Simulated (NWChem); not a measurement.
A series in which one site is exchanged, each optimised at PBE0/def2-SVP with NWChem, gas phase unless a solvent is named. Some are not confirmed as minima by frequencies. def2 effective core potentials on Sn; no spin-orbit coupling.

A: F[SiH](F)Cl (SiHClF₂; site = Si)
B: FC(Cl)F (CHClF$_{2}$; site = C)
C: [F][GeH]([F])[Cl] (GeHClF2; site = Ge)
D: [F][SnH]([F])[Cl] (SnHClF2; site = Sn)

| quantity | A | B | C | D |
|---|---|---|---|---|
| dipole (D), PBE0/def2-SVP | 1.36 | (withheld) | 2.19 | 3.02 |
| orbital gap (eV), PBE0/def2-SVP | 10.98 | (withheld) | 9.20 | 7.48 |
| vertical ionisation energy, ΔSCF, PBE0/def2-SVP (eV) | 12.66 | (withheld) | 12.56 | 12.26 |
| static polarisability, PBE0/def2-SVPD (bohr³) | 37.6 | (withheld) | 41.8 | 49.8 |
| lowest singlet excitation, PBE0/def2-SVPD, TDA (eV) | 8.86 | (withheld) | 7.48 | 5.99 |

### Question
Some entries are withheld; supply them.

### Answer

- dipole (D), PBE0/def2-SVP, B: 1.43
- orbital gap (eV), PBE0/def2-SVP, B: 10.49
- vertical ionisation energy, ΔSCF, PBE0/def2-SVP (eV), B: 12.39
- static polarisability, PBE0/def2-SVPD (bohr³), B: 30.7
- lowest singlet excitation, PBE0/def2-SVPD, TDA (eV), B: 8.05
